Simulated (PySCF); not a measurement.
Ionisation energy of Sr²⁴⁺ by level of theory

Sr²⁴⁺ [Ne] 3s2 3p2 (3P) → Sr²⁵⁺ [Ne] 3s2 3p1 (2P), as a difference of total energies. All numbers are calculated (PySCF 2.14, scalar relativity by spin-free X2C-1e, in an even-tempered Gaussian basis (18 s from 2.7 bohr⁻², ratio 2.5; 12 p from 3.5 bohr⁻², ratio 2.5; 5 d from 15 bohr⁻², ratio 2.7; 4 f from 23 bohr⁻², ratio 2.7)). Correlated levels: outer shells: 1s2 frozen; virtual orbitals above 40 to 60 times the deepest correlated orbital energy dropped. The calculations carry no spin-orbit coupling.

```csv
method,ionisation energy (eV)
UHF,1156.6
MP2 (outer shells),1157.2
SCS-MP2 (outer shells),1157.0
CCSD (outer shells),1157.1
CCSD(T) (outer shells),1157.1
```

Spin-orbit coupling is strong in these open shells (close to jj coupling). The scalar numbers leave it out and a first-order estimate fails, so it can dominate the gap to the real levels.

Breit and QED terms and the two-electron picture change are absent.

For comparison: 1165 ± 3 eV (semi-empirical (NIST evaluation); NIST Atomic Spectra Database, ionization energies).
